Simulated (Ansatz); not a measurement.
One change: `N[SiH](S)[GaH2]` becomes `N[SiH](N)S`.

Ansatz, PBE0-D4/def2-TZVP geometries, multiplicity 1. Each molecule was computed in one conformer, which needn't be the lowest.

Scalar relativity is left out up to krypton.

```csv
property,`N[SiH](S)[GaH2]`
HOMO–LUMO gap (PBE/def2-TZVPP) / eV,4.32
"ideal-gas entropy at 298 K and 1 bar (rigid rotor, harmonic PBE0-D4/def2-TZVP) / J/(mol·K)",369
zero-point energy (PBE0-D4/def2-TZVP) / kJ/mol,154.8
HOMO–LUMO gap (ωB97M-V/def2-TZVPP) / eV,9.72
LUMO energy (PBE0/def2-TZVPP) / eV,-0.61
LUMO energy (PBE/def2-TZVPP) / eV,-1.36
```

(1) What does the change do to each property? (Estimate.)

## Answers

(1) The calculation gave: 
```csv
property,`N[SiH](N)S`,shift
HOMO–LUMO gap (PBE/def2-TZVPP) / eV,5.53,1.21
"ideal-gas entropy at 298 K and 1 bar (rigid rotor, harmonic PBE0-D4/def2-TZVP) / J/(mol·K)",335,-34
zero-point energy (PBE0-D4/def2-TZVP) / kJ/mol,187.9,33.1
HOMO–LUMO gap (ωB97M-V/def2-TZVPP) / eV,11.52,1.80
LUMO energy (PBE0/def2-TZVPP) / eV,0.64,1.25
LUMO energy (PBE/def2-TZVPP) / eV,-0.25,1.11
```

With PBE0 the HOMO falls by 0.35 eV and the LUMO rises by 1.25 eV, so the gap widens by about 1.60 eV. PBE moves the HOMO by -0.09 eV and ωB97M-V by -0.60 eV.
